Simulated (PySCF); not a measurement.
F2Zn, charge +1, doublet, geometry from GFN2-xTB (such geometries of metal compounds can be far from the true shape) (a state made from the parent by changing its charge; the spin is typed, not shown lowest); DF-PBE/cc-pVDZ in PySCF.

Here is a job for PySCF.
```python
from pyscf import gto, scf, dft

mol = gto.Mole()
mol.atom = '''
    Zn    0.123548    0.244403    0.249274
    F    -0.423721    0.696314   -1.389594
    F     0.011894   -1.510992    0.558682
'''
mol.basis = 'cc-pvdz'
mol.charge = 1
mol.spin = 1
mol.verbose = 4
mol.build()

mf = dft.UKS(mol)
mf.xc = 'pbe'
mf = mf.density_fit(auxbasis='def2-universal-jkfit')
mf.kernel()
mf.analyze()
```

Problem. Predict the main parts of the log of this PySCF run.

Solution. 
```
PySCF version 2.14.0

[INPUT] verbose = 4
[INPUT] num. atoms = 3
[INPUT] num. electrons = 47
[INPUT] charge = 1
[INPUT] spin (= nelec alpha-beta = 2S) = 1
[INPUT] symmetry False subgroup None
[INPUT] Mole.unit = angstrom
[INPUT] Symbol           X                Y                Z      unit          X                Y                Z       unit  Magmom
[...]
nuclear repulsion = 174.404231875058
number of shells = 17
number of NR pGTOs = 174
number of NR cGTOs = 71
basis = cc-pvdz
ecp = {}

******** <class 'pyscf.df.df_jk.DFUKS'> ********
method = DFUKS
initial guess = minao
damping factor = 0
level_shift factor = 0
DIIS = <class 'pyscf.scf.diis.CDIIS'>
diis_start_cycle = 1
diis_space = 8
diis_damp = 0
SCF conv_tol = 1e-09
SCF conv_tol_grad = None
SCF max_cycles = 50
direct_scf = False
number electrons alpha = 24  beta = 23
XC library pyscf.dft.libxc version 7.1.2
    S. Lehtola, C. Steigemann, M. J. T. Oliveira, and M. A. L. Marques,  SoftwareX 7, 1–5 (2018)
XC functionals = pbe
    J. P. Perdew, K. Burke, and M. Ernzerhof,  Phys. Rev. Lett. 77, 3865 (1996)
    J. P. Perdew, K. Burke, and M. Ernzerhof,  Phys. Rev. Lett. 78, 1396 (1997)
    J. P. Perdew, K. Burke, and M. Ernzerhof,  Phys. Rev. Lett. 77, 3865 (1996)
    J. P. Perdew, K. Burke, and M. Ernzerhof,  Phys. Rev. Lett. 78, 1396 (1997)
radial grids:
    Treutler-Ahlrichs [JCP 102, 346 (1995); DOI:10.1063/1.469408] (M4) radial grids

becke partition: Becke, JCP 88, 2547 (1988); DOI:10.1063/1.454033
pruning grids: <function nwchem_prune>
grids dens level: 3
symmetrized grids: False
atomic radii adjust function: <function treutler_atomic_radii_adjust>
small_rho_cutoff = 0
Set gradient conv threshold to 3.16228e-05
tot grids = 49168
init E= -1978.3305647623

cycle= 1 E= -1977.30312647304  delta_E= 1.03  |g|=  1.8  |ddm|= 1.67
cycle= 2 E= -1967.34482788788  delta_E= 9.96  |g|= 5.63  |ddm|= 5.67
cycle= 3 E= -1977.94549020577  delta_E= -10.6  |g|= 1.39  |ddm|= 4.97
cycle= 4 E= -1977.80623717476  delta_E= 0.139  |g|= 1.08  |ddm|= 1.52
cycle= 5 E= -1978.2172036659  delta_E= -0.411  |g|= 0.369  |ddm|= 0.648
cycle= 6 E= -1977.93402719667  delta_E= 0.283  |g|= 0.814  |ddm|= 0.809
cycle= 7 E= -1978.2121547665  delta_E= -0.278  |g|= 0.297  |ddm|= 0.51
cycle= 8 E= -1978.23790588856  delta_E= -0.0258  |g|= 0.199  |ddm|= 0.496
cycle= 9 E= -1978.25812970667  delta_E= -0.0202  |g|= 0.0114  |ddm|= 0.214
cycle= 10 E= -1978.25778214465  delta_E= 0.000348  |g|= 0.0289  |ddm|= 0.0298
[...]
converged SCF energy = -1978.25820234928  <S^2> = 0.75326035  2S+1 = 2.0032577
Total Energy =                       -1978.258202349283920
[...]
spin_pop of  0 Zn 3dxy      0.00156
spin_pop of  0 Zn 3dyz      0.00048
spin_pop of  0 Zn 3dz^2     0.03912
spin_pop of  0 Zn 3dxz      0.00687
spin_pop of  0 Zn 3dx2-y2    0.01973
spin_pop of  0 Zn 4dxy     -0.00014
spin_pop of  0 Zn 4dyz     -0.00050
spin_pop of  0 Zn 4dz^2    -0.00004
spin_pop of  0 Zn 4dxz     -0.00007
spin_pop of  0 Zn 4dx2-y2   -0.00006
spin_pop of  0 Zn 5dxy     -0.00011
spin_pop of  0 Zn 5dyz     -0.00035
spin_pop of  0 Zn 5dz^2    -0.00014
spin_pop of  0 Zn 5dxz     -0.00008
spin_pop of  0 Zn 5dx2-y2   -0.00012
spin_pop of  0 Zn 4f-3      0.00000
spin_pop of  0 Zn 4f-2     -0.00000
spin_pop of  0 Zn 4f-1      0.00000
spin_pop of  0 Zn 4f+0      0.00000
spin_pop of  0 Zn 4f+1      0.00000
spin_pop of  0 Zn 4f+2      0.00000
spin_pop of  0 Zn 4f+3      0.00000
spin_pop of  1 F 1s       -0.00000
spin_pop of  1 F 2s        0.00046
spin_pop of  1 F 3s       -0.00011
spin_pop of  1 F 2px       0.00261
spin_pop of  1 F 2py       0.43099
spin_pop of  1 F 2pz       0.04940
spin_pop of  1 F 3px      -0.00004
spin_pop of  1 F 3py      -0.00002
spin_pop of  1 F 3pz      -0.00017
spin_pop of  1 F 3dxy      0.00000
spin_pop of  1 F 3dyz      0.00006
spin_pop of  1 F 3dz^2    -0.00001
spin_pop of  1 F 3dxz     -0.00000
spin_pop of  1 F 3dx2-y2    0.00003
spin_pop of  2 F 1s       -0.00000
spin_pop of  2 F 2s        0.00046
spin_pop of  2 F 3s       -0.00011
spin_pop of  2 F 2px       0.03792
spin_pop of  2 F 2py       0.07699
spin_pop of  2 F 2pz       0.36798
spin_pop of  2 F 3px      -0.00002
spin_pop of  2 F 3py      -0.00020
spin_pop of  2 F 3pz      -0.00000
spin_pop of  2 F 3dxy     -0.00000
spin_pop of  2 F 3dyz      0.00005
spin_pop of  2 F 3dz^2     0.00000
spin_pop of  2 F 3dxz      0.00001
spin_pop of  2 F 3dx2-y2    0.00001
 ** Mulliken Spin Density (per atom)  **
spin density of  0 Zn =      0.03372
spin density of  1 F =      0.48319
spin density of  2 F =      0.48308
 ** Mulliken pop alpha/beta on meta-lowdin orthogonal AOs **
 ** Mulliken pop       alpha | beta **
In total            24.00000 | 23.00000
 ** Mulliken atomic charges   ( Nelec_alpha | Nelec_beta ) **
charge of  0Zn =      1.54079  (    14.24647     14.21274 )
charge of  1F =     -0.27033  (     4.87676      4.39357 )
charge of  2F =     -0.27046  (     4.87677      4.39369 )

WARN: System has nonzero charge 1; the dipole moment is origin-dependent.
Location of origin: [0. 0. 0.]

Dipole moment(X, Y, Z, Debye):  1.13971,  2.25548,  2.29923
```
